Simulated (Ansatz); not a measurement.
Reaction (substitution at a C–Si bond): `C[Si]1(O)C=C1` + `O=CN[SiH3]` → `CN([SiH3])C=O` + `O[SiH]1C=C1`

Calculated with Ansatz (gas phase, PBE0-D4/def2-TZVP geometries, no zero-point term in ΔE). CCSD(T)/CBS is the MP2 limit (def2-TZVPP, def2-QZVPP) plus CCSD(T) − MP2 in def2-TZVPP, frozen cores. Each species was taken in one conformer, which may not be the lowest.

```
        species  CCSD(T)/CBS(def2) energy (Eh)
`C[Si]1(O)C=C1`                     -482.02182
   `O=CN[SiH3]`                     -460.03422
`CN([SiH3])C=O`                     -499.28338
  `O[SiH]1C=C1`                     -442.74227
```

**Question.** Work out ΔE.

**Answer.** ΔE = (-499.28338) + (-442.74227) − (-482.02182) − (-460.03422) = 0.03039 Eh = +79.8 kJ/mol.

Largest T1 diagnostic among the species: 0.015.

At CCSD(T), def2-SVP lies −17.4 kJ/mol from the extrapolated value and def2-TZVPP −1.9 kJ/mol. Leaving LDA and LC-ωPBE aside and taking each functional with its dispersion term where it has one, the values, not all of them listed here, spread over 9.8 kJ/mol, from BLYP-D4 to B97M-V. LDA lies −5.8 kJ/mol from PBE without D4.
